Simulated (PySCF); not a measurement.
## Do core-level shifts follow atomic charges?

Compound: C6H12OSi.
Numbering: `[CH3:1][CH2:2][O:3][SiH:4]1[CH2:5][CH:6]=[CH:7][CH2:8]1`

Binding energies: PySCF, delta-SCF UKS SCAN, pcX-2 on the ionised atom, pcseg-1 elsewhere, spin-free X2C. Charges: PBE0/pcSseg-1 ground-state density, for the ionised atom.

```
atom                  environment  C 1s (eV)  Mulliken (e)  IAO (e)  Hirshfeld (e)  ESP (e)
  C5  sp3 carbon bound to silicon     289.98        -0.521   -0.566         -0.165   -0.067
  C6             alkene CH carbon     290.06        -0.170   -0.150         -0.051   -0.229
  C1                methyl carbon     290.62        -0.286   -0.413         -0.120   -0.410
  C2   sp3 carbon bound to oxygen     292.15        +0.019   -0.031         +0.009   +0.435
```

Q: How well does each charge scheme correlate with the binding energies over these sites?

A: Mulliken: r = 0.79, slope 3.5 eV per e; ESP: r = 0.78, slope 2.2 eV per e; Hirshfeld: r = 0.76, slope 10.0 eV per e; IAO: r = 0.67, slope 2.8 eV per e. On 4 points no scheme stands out.

Q: The point-charge model writes a binding energy as kq + V + constant, with V the potential of the other atoms' charges at the site. What does it give with the IAO charges?

A: V = Σ 14.40 eV Å × q/r over all other atoms: +6.76 eV at C5, -0.56 eV at C6, +4.85 eV at C1, -1.64 eV at C2. Fitting binding energy − V to q gives k = 19.5 eV per e and leaves an rms residual of 0.34 eV, against 0.64 eV for the fit on q alone. The model has no term for differences in relaxation between sites.

Geometry: PBE0-D3(BJ)/def2-SVP, one conformer, isolated molecule.
